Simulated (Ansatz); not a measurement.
`[F][Ti]([F])([F])[Br]` + `CCO` → `CC[O][Ti]([F])([F])[F]` + HBr at 298.15 K and 1 bar (ligand exchange at a Ti–Br bond).

Gas-phase electronic energies from Ansatz, PBE0-D4/def2-TZVP geometries. CCSD(T)/CBS is the MP2 limit (def2-TZVPP, def2-QZVPP) plus CCSD(T) − MP2 in def2-TZVPP, frozen cores. For Br, Ti outer-core shells are correlated without core-valence functions, which leaves a few kJ/mol of doubt a bond. Scalar relativity is left out up to krypton. One conformer a species, not always the lowest.

| species | CCSD(T)/CBS energy (Eh) | H − E (kJ/mol) | S (J/(mol·K)) |
| --- | --- | --- | --- |
| `[F][Ti]([F])([F])[Br]` | -3721.88725 | 41.0 | 341.3 |
| `CCO` | -154.88256 | 224.2 | 269.4 |
| `CC[O][Ti]([F])([F])[F]` | -1302.85310 | 231.2 | 428.9 |
| HBr | -2573.91920 | 24.6 | 198.6 |

H − E and S are ideal-gas, rigid-rotor, harmonic terms from PBE0-D4/def2-TZVP, for one conformer and one mirror image of each species. 1 Eh = 2625.50 kJ/mol, R = 8.31446 J/(mol·K).

Task: By hand: ΔE, ΔH, ΔS and ΔG.

Result: ΔE = (-1302.85310) + (-2573.91920) − (-3721.88725) − (-154.88256) = -0.00249 Eh = -6.5 kJ/mol. Δ(H − E) = 231.2 + 24.6 − 41.0 − 224.2 = -9.4, so ΔH = -15.9 kJ/mol. ΔS = 428.9 + 198.6 − 341.3 − 269.4 = 16.8 J/(mol·K). ΔG = -15.9 − 298.15 × (16.8)/1000 = -20.9 kJ/mol.

Task: By hand: the equilibrium constant, and the temperature at which ΔG would vanish if ΔH and ΔS stayed fixed.

Result: log₁₀ K = −ΔG/(RT ln 10) = 3.7. ΔH and −TΔS have one sign here, so there is no such temperature.

ΔH outweighs TΔS. A doubt of 5 kJ/mol in ΔE shifts log₁₀ K by 0.9 here. Other conformers and mirror images would add mixing entropy, several J/(mol·K) or more a flexible species. Modes under 60 cm⁻¹, often nearly free rotors, make the harmonic entropy too high. These are equilibria of isolated gas molecules and say nothing of rates. Largest T1 diagnostic: 0.022 (customary marks: 0.02 for closed shells, 0.045 for open ones).
